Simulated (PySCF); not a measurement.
# Fine-structure interval along the 17-electron series

Calculated with PySCF 2.14 and a two-component X2C-1e Hamiltonian (Gaussian nucleus, no Breit or QED terms), each ion in its own even-tempered basis scaled to its charge; GMP2 freezes 1s2 and drops the highest virtual spinors. Values in cm⁻¹.

| ion | configuration | GHF (screened spin-orbit) | GMP2 (screened spin-orbit) | GHF (bare spin-orbit) |
| --- | --- | --- | --- | --- |
| Eu(46+) | [Ne] 3s2 3p5 | 1323600 | 1324700 | 1370300 |
| Gd(47+) | [Ne] 3s2 3p5 | 1426200 | 1427200 | 1475800 |
| Tb(48+) | [Ne] 3s2 3p5 | 1534800 | 1535800 | 1587400 |

Between Z = 63 and Z = 65 the GHF (bare spin-orbit) value grows as Z to the power 4.71.
